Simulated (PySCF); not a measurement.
**Magnetic susceptibility: `C=C[C+](CSC)OC`, [C6H11OS]+, charge +1**

Cartesian coordinates in Å; atom numbers follow the order of the lines, from 1:
```xyz
19

C    -1.579    2.049   -0.339
C    -0.617    1.233   -0.780
C    -0.534   -0.167   -0.414
C     0.627   -0.960   -0.855
S     1.511   -0.537    0.716
C     2.534    0.873    0.241
O    -1.510   -0.636    0.294
C    -1.593   -2.002    0.677
H    -2.339    1.708    0.345
H    -1.629    3.076   -0.657
H     0.132    1.587   -1.473
H     0.488   -2.035   -0.917
H     1.155   -0.576   -1.721
H     3.079    0.642   -0.669
H     1.934    1.771    0.134
H     3.234    1.007    1.061
H    -1.674   -2.656   -0.193
H    -0.729   -2.286    1.283
H    -2.499   -2.081    1.274
```

Total charge +1.

Theory: PySCF, GIAO B97-2/pcSseg-1 magnetisability, rotational g tensor and spin-rotation constants, non-relativistic, gas phase. Geometry: GFN2-xTB.

For an ion the centre-of-mass motion in the field is neglected.

Problem. How diamagnetic is it, and how anisotropic?

Solution. Isotropic -1343 × 10⁻³⁰ J/T², or -80.9 × 10⁻⁶ cm³/mol; principal values -1529, -1342, -1156 × 10⁻³⁰ J/T², anisotropy 323 × 10⁻³⁰ J/T² (root of half the summed squared differences of the principal values). The susceptibility is in cgs units.

Problem. Split it along the inertial axes a, b, c into diamagnetic and paramagnetic parts about the centre of mass, with the quadrupole moment.

Solution. 
| axis | χ (10⁻⁶ cm³/mol) | diamagnetic (10⁻⁶ cm³/mol) | paramagnetic (10⁻⁶ cm³/mol) | summed x² of all electrons (Å²) | quadrupole Θ (D Å) |
| --- | --- | --- | --- | --- | --- |
| a | -80.7 | -703.4 | 622.8 | 181.6 | +5.56 |
| b | -79.0 | -923.4 | 844.4 | 129.8 | +7.18 |
| c | -82.9 | -1321.1 | 1238.2 | 36.0 | -12.74 |

Anisotropies 2χaa − χbb − χcc = +0.6 and 2χbb − χaa − χcc = +5.6 × 10⁻⁶ cm³/mol. Θ is traceless in Buckingham's convention.

Problem. And the rotational g tensor?

Solution. 
```csv
axis,rotational constant (GHz),g,nuclear part,electronic part
a,2.0745,+0.0040,0.6109,-0.6069
b,1.4674,+0.0010,0.5831,-0.5821
c,0.9934,+0.0080,0.5858,-0.5778
```
Asymmetric top; isotopes 12C, 1H, 16O, 32S; no vibrational averaging.
